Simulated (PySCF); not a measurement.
# Polarisability and C₆ of Rb (rubidium, neutral)

[Kr] 5s1, 2S determinant. Calculation: PySCF 2.14, in dyall-av2z; the non-relativistic Hamiltonian (point nucleus). Coupled (time-dependent) response in atomic units; α is the mean over directions. A double-zeta set is small for polarisabilities.

| method | mean α (bohr³) | C₆ (like pair) | S(−4) |
| --- | --- | --- | --- |
| UHF | 519.6 | 9451 | 251700 |
| PBE | 393.1 | 6278 | 144300 |
| PBE0 | 430.8 | 7179 | 173100 |
| PBEsol | 382.6 | 6042 | 136400 |

S(−4) is the Cauchy moment in α(ω) = α(0) + S(−4) ω² + …

Reference α: 319.8 ± 0.3 bohr³ (recommended; Schwerdtfeger and Nagle, table of static dipole polarizabilities (2023 update)). Published C₆: 4769 (Chu and Dalgarno (2004); Tang, Norbeck and Certain (1976)).

Hartree-Fock lies above the reference because it lacks correlation, which contracts the outer shell.

α(iu) at PBE0:

```csv
u (hartree),α(iu) (bohr³)
0,430.8
0.0500,217.3
0.100,91.70
0.200,32.86
0.300,19.20
0.500,10.85
0.750,7.050
1.00,5.018
1.50,2.868
2.00,1.825
3.00,0.9135
5.00,0.3652
```

A single London oscillator, α(iu) = α/(1 + u²/ω²), gives C₆ = (3/4) ω α². Matching the computed C₆ needs ω = 4 × 7179 / (3 × 430.8²) = 0.0516 hartree.

A non-relativistic calculation at this Z misses sizeable relativistic shifts.
